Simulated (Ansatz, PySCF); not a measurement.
CuI, charge +1, doublet, geometry from GFN2-xTB (such geometries of metal compounds can be far from the true shape) (the multiplicity is a formal guess) (all electrons, no relativity). Base run: CASSCF(5,6)/STO-3G run with PySCF.

Here is a job for PySCF.
```python
from pyscf import gto, scf, mcscf
import numpy

mol = gto.M(
    atom='''
Cu   -0.00000000   -0.00000000   -1.60555348
I     0.00000000    0.00000000    0.87851039
''',
    basis='sto-3g',
    charge=1,
    spin=1,
    verbose=4,
)

mf = scf.ROHF(mol)
mf.kernel()
mc = mcscf.CASSCF(mf, 6, 5)
mc.fix_spin_(ss=0.75)
mc.kernel()
occ = numpy.linalg.eigvalsh(mc.fcisolver.make_rdm1(mc.ci, mc.ncas, mc.nelecas))[::-1]
ss = mc.fcisolver.spin_square(mc.ci, mc.ncas, mc.nelecas)[0]
print('natural occupations', occ.round(4), ' <S^2>', round(ss, 4))
```

Programs used: Ansatz (a program for electronic structure), PySCF; a row that names a program was run with it.

The base run was repeated with changes; each row names its change, and settings that it needs were set with it.

```
change                                                ΔE vs base (mEh)                      natural occupations  <S^2> of the state
----------------------------------------------------  ----------------  ---------------------------------------  ------------------
base                                                             0.000            1.97 1.96 1.00 0.04 0.03 0.01                0.75
state_average = 2 states                                         2.687                                        -                   -
fix_spin_ = off                                                  0.000            1.97 1.96 1.00 0.04 0.03 0.01                0.75
conv_tol = 1e-5                                                  0.000            1.97 1.96 1.00 0.04 0.03 0.01                0.75
active space = 7 electrons, 8 orbitals                         -21.986  1.96 1.96 1.95 1.00 0.05 0.04 0.02 0.00                0.75
correction = SC-NEVPT2                                         -40.099            1.97 1.96 1.00 0.04 0.03 0.01                0.75
orbitals = fixed (CASCI)                                         1.135            1.97 1.96 1.00 0.03 0.03 0.01                0.75
active space = 3 electrons, 5 orbitals                          11.919                 1.98 1.00 0.02 0.00 0.00                0.75
code = ansatz; correction = SC-NEVPT2, all electrons            -207.0                                        -                   -
orbitals = fixed (CASCI); correction = SC-NEVPT2               -40.415            1.97 1.96 1.00 0.03 0.03 0.01                0.75
active space = 3 electrons, 4 orbitals                           4.475                      1.97 1.00 0.02 0.01                0.75
```

Active orbitals are taken around the Fermi level unless the row says otherwise; CASSCF can end in different local minima, and two programs can end on different orbitals. State-averaged rows give the lowest state.

Open shells are given as the SCF converged; they aren't shown to be the lowest states, and a large step between rows can be another state.
